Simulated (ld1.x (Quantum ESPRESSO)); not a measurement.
# LDA (PZ) TM dataset for He (Z = 2), scalar-relativistic all-electron reference.

ld1.x (Quantum ESPRESSO) 7.5 was run on this input:

```
&input
   title='He', zed=2., rel=1, dft='PZ', iswitch=3,
   config='1s1.5 2p-2',
   nld=2, rlderiv=0.45, eminld=-4.0, emaxld=5.0, deld=0.02
 /
 &inputp
   pseudotype=2, tm=.true., lloc=0,
   nlcc=.false.,
   file_pseudopw='He.UPF', file_wfcaegen='ae.wfc', file_wfcncgen='nc.wfc', file_beta='beta', file_chi='chi'
 /
2
2P  2  1  -2.00   0.10  0.40  0.40  0.0
1S  1  0   1.50   0.00  0.40  0.40  0.0
 &test
   configts(1)='1s1.5'
 /
```

Command:

```bash
ld1.x < He.in > He.out
```

Resulting log (shortened: banner, matrices, multipoles, cross overlaps and the repeated all-electron block are left out):

```
Program LD1 v.7.5
     --------------------------- All-electron run ----------------------------

     He
     scalar relativistic calculation

     atomic number is  2.00
     dft =PZ   lsd =0 sic =0 latt =0  beta=0.20 tr2=1.0E-14
     Exchange-correlation= PZ
                           (   1   1   0   0   0   0   0)
     mesh = 985 r(mesh) = 100.16840 a.u. xmin = -7.00 dx = 0.01250
     1 Ry =  13.60569312 eV, c = 137.03599908

     n l     nl                  e(Ry)          e(Ha)          e(eV)
     1 0     1S 1( 1.50)        -1.9294        -0.9647       -26.2502

     final scf error:  2.3E-15 reached in  14 iterations

     Etot =      -4.906295 Ry,      -2.453147 Ha,     -66.753543 eV

     Ekin =       4.804641 Ry,       2.402321 Ha,      65.370475 eV
     Encl =     -10.722624 Ry,      -5.361312 Ha,    -145.888736 eV
     Eh   =       2.461530 Ry,       1.230765 Ha,      33.490824 eV
     Exc  =      -1.449842 Ry,      -0.724921 Ha,     -19.726105 eV

     normalization and overlap integrals

     s(1S/1S) =  1.000000  <r> =   0.8665  <r2> =    1.0269  r(max) =   0.5389

     ------------------------ End of All-electron run ------------------------

     --------------------- Generating NC pseudopotential ---------------------

      Generating local pot.: lloc=0, matching radius rcloc =   0.4000

      Wfc   2P  rcut= 0.399  Using Troullier-Martins method

     ------------------- End of pseudopotential generation -------------------

     Computing logarithmic derivative in   0.44961
     Computing logarithmic derivative in   0.44961
     Computing the partial wave expansion
       no projector for channel:   0
     R is outside the sphere for l=    1 j= 0.00

     ---------------------- Testing the pseudopotential ----------------------

     He
     scalar relativistic calculation

     atomic number is  2.00   valence charge is  2.00
     dft =PZ   lsd =0 sic =0 latt =0  beta=0.20 tr2=1.0E-14
     mesh = 985 r(mesh) = 100.16840 xmin = -7.00 dx = 0.01250

     n l     nl             e AE (Ry)        e PS (Ry)    De AE-PS (Ry)
     1 0     1S   1( 1.50)       -1.92936       -1.92943        0.00008

     eps = 4.9E-15  iter =  9

     Etot =      -4.906295 Ry,      -2.453147 Ha,     -66.753543 eV
     Etotps =    -4.906084 Ry,      -2.453042 Ha,     -66.750677 eV

     Ekin =       4.757205 Ry,       2.378603 Ha,      64.725073 eV
     Encl =     -10.675080 Ry,      -5.337540 Ha,    -145.241864 eV
     Ehrt =       2.460995 Ry,       1.230498 Ha,      33.483544 eV
     Ecxc =      -1.449204 Ry,      -0.724602 Ha,     -19.717430 eV

     ---------------------- End of pseudopotential test ----------------------
```

Generation and configuration tests took about 1.9 s on one core of a shared server CPU.

Transferability test of the new file with ld1.x, input:

```
&input
   title='He', zed=2., rel=1, dft='PZ', iswitch=2,
   config='1s1.5 2p-2'
 /
 &test
   file_pseudo='He.UPF', nconf=5,
   configts(1)='1s1.5',
   configts(2)='1s2',
   configts(3)='1s1',
   configts(4)='1s1.5', lsdts(4)=1,
   configts(5)='1s1', lsdts(5)=1
 /
```

```bash
ld1.x < He.test.in > He.test.out
```

Pseudopotential blocks of its output, shortened (energy terms left out):

```
     ---------------------- Testing the pseudopotential ----------------------

     n l     nl             e AE (Ry)        e PS (Ry)    De AE-PS (Ry)
     1 0     1S   1( 1.50)       -1.92936       -1.92943        0.00008

     eps = 4.7E-15  iter =  9

     Etot =      -4.906295 Ry,      -2.453147 Ha,     -66.753543 eV
     Etotps =    -4.906084 Ry,      -2.453042 Ha,     -66.750677 eV

     ---------------------- End of pseudopotential test ----------------------

          ---------------------- Testing the pseudopotential ----------------------

     n l     nl             e AE (Ry)        e PS (Ry)    De AE-PS (Ry)
     1 0     1S   1( 2.00)       -1.14045       -1.14052        0.00007

     eps = 5.1E-15  iter = 13

     Etot =      -5.668822 Ry,      -2.834411 Ha,     -77.128253 eV
     Etotps =    -5.668654 Ry,      -2.834327 Ha,     -77.125962 eV
     dEtot_ae =      -0.762527 Ry
     dEtot_ps =      -0.762569 Ry,   Delta E=       0.000042 Ry

     ---------------------- End of pseudopotential test ----------------------

          ---------------------- Testing the pseudopotential ----------------------

     n l     nl             e AE (Ry)        e PS (Ry)    De AE-PS (Ry)
     1 0     1S   1( 1.00)       -2.82122       -2.82122       -0.00001

     eps = 3.3E-15  iter =  9

     Etot =      -3.722207 Ry,      -1.861104 Ha,     -50.643209 eV
     Etotps =    -3.721973 Ry,      -1.860986 Ha,     -50.640021 eV
     dEtot_ae =       1.184088 Ry
     dEtot_ps =       1.184111 Ry,   Delta E=      -0.000024 Ry

     ---------------------- End of pseudopotential test ----------------------

          ---------------------- Testing the pseudopotential ----------------------

     n l     nl             e AE (Ry)        e PS (Ry)    De AE-PS (Ry)
     1 0     1S   1( 1.00)       -2.01863       -2.01864        0.00002
     1 0     1S   2( 0.50)       -1.81039       -1.81057        0.00017

     eps = 2.2E-15  iter = 11

     Etot =      -4.932098 Ry,      -2.466049 Ha,     -67.104606 eV
     Etotps =    -4.931867 Ry,      -2.465934 Ha,     -67.101475 eV
     dEtot_ae =      -0.025803 Ry
     dEtot_ps =      -0.025783 Ry,   Delta E=      -0.000020 Ry

     ---------------------- End of pseudopotential test ----------------------

          ---------------------- Testing the pseudopotential ----------------------

     n l     nl             e AE (Ry)        e PS (Ry)    De AE-PS (Ry)
     1 0     1S   1( 1.00)       -3.02126       -3.02115       -0.00011
     1 0     1S   2( 0.00)       -2.03105       -2.03157        0.00053

     eps = 9.0E-16  iter =  8

     Etot =      -3.883959 Ry,      -1.941980 Ha,     -52.843958 eV
     Etotps =    -3.883590 Ry,      -1.941795 Ha,     -52.838934 eV
     dEtot_ae =       1.022336 Ry
     dEtot_ps =       1.022494 Ry,   Delta E=      -0.000159 Ry

     ---------------------- End of pseudopotential test ----------------------
```
